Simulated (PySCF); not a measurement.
oxalic acid (C2H2O4), SMILES O=C(O)C(=O)O.

The structure is a stationary point at ωB97X-D3(BJ)/def2-SVP. Other conformers were not sampled.

Calculation: PySCF with PBE/def2-TZVP.

Isolated molecule, no solvent.

```yaml
total_energy: -378.10229 hartree
point_group: C2h
highest_occupied_level: -6.55 eV
lowest_empty_level: -3.03 eV
orbital_gap: 3.52 eV
dipole_moment: 0.00 D
quadrupole, principal values (traceless, Buckingham form, about the centre of nuclear charge): -16.63, 0.00, 16.63 D·Å
mean_static_polarisability: 37.6 bohr³ (5.57 Å³)
polarisability_principal_values: 22.8, 44.7, 45.3 bohr³
```
